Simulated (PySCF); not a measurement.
Species: C6H9FS.
Atom-mapped SMILES: `[CH3:1][S:2][C@@H:3]1[CH2:4][C@@:5]12[CH2:6][C@@H:7]2[F:8]` (hydrogens: H9, H10, H11 on C1; H12 on C3; H13, H14 on C4; H15, H16 on C6; H17 on C7)

The geometry is computed with GFN2-xTB (gas phase).

Task: List the bond lengths, angles and torsions at this level.

Result: 
| bond | length (Å) | order |
| --- | --- | --- |
| C1–S2 | 1.817 | single |
| S2–C3 | 1.798 | single |
| C3–C4 | 1.513 | single |
| C4–C5 | 1.480 | single |
| C5–C6 | 1.486 | single |
| C6–C7 | 1.508 | single |
| C7–F8 | 1.365 | single |
| C3–C5 | 1.477 | single |
| C5–C7 | 1.474 | single |
| C1–H9, C1–H10, C1–H11 | 1.086 | single |
| C3–H12 | 1.084 | single |
| C4–H13 | 1.081 | single |
| C4–H14 | 1.081 | single |
| C6–H15 | 1.080 | single |
| C6–H16 | 1.080 | single |
| C7–H17 | 1.083 | single |

Bonds in one row agree within 0.01 Å and their mean is given. Orders are formal, as drawn. A selection of angles:
| angle | degrees |
| --- | --- |
| S2–C1–H9 | 109.3 |
| S2–C1–H10 | 107.0 |
| H9–C1–H10 | 110.1 |
| H9–C1–H11 | 110.7 |
| C1–S2–C3 | 97.8 |
| S2–C3–C4 | 119.6 |
| S2–C3–C5 | 119.3 |
| S2–C3–H12 | 112.1 |
| C4–C3–C5 | 59.3 |
| C4–C3–H12 | 118.8 |
| C5–C3–H12 | 118.4 |
| C3–C4–C5 | 59.1 |
| C3–C4–H13 | 118.4 |
| C3–C4–H14 | 117.7 |
| C5–C4–H13 | 119.1 |
| C5–C4–H14 | 117.4 |
| H13–C4–H14 | 114.3 |
| C4–C5–C6 | 138.5 |
| C4–C5–C7 | 137.3 |
| C6–C5–C7 | 61.3 |
| C3–C5–C4 | 61.6 |
| C3–C5–C6 | 137.6 |
| C3–C5–C7 | 137.3 |
| C5–C6–C7 | 59.0 |
| C5–C6–H15 | 117.6 |
| C5–C6–H16 | 119.4 |
| C7–C6–H15 | 117.1 |
| C7–C6–H16 | 118.2 |
| H15–C6–H16 | 114.5 |
| C6–C7–F8 | 117.6 |
| C6–C7–H17 | 121.5 |
| F8–C7–H17 | 110.2 |
| C5–C7–C6 | 59.7 |
| C5–C7–F8 | 118.5 |
| C5–C7–H17 | 121.4 |

Torsions: C1–S2–C3–C4 -82° (synclinal); S2–C3–C4–C5 -109° (anticlinal); C3–C4–C5–C6 -131° (anticlinal); C4–C5–C6–C7 -130° (anticlinal); C5–C6–C7–F8 109° (anticlinal); S2–C3–C5–C4 109° (anticlinal); C4–C5–C7–C6 132° (anticlinal).

The 3-membered ring C3–C4–C5 has internal angles of 59.1° to 61.6°. The 3-membered ring C5–C6–C7 has internal angles of 59.0° to 61.3°. The C–C distances run from 1.474 Å (C5–C7, drawn single) to 1.513 Å (C3–C4, drawn single), a spread of 0.039 Å.

Point group: C1 (no symmetry element, even within 0.4 Å). Stationary, but not proved a minimum. The numbers are those of one conformer.
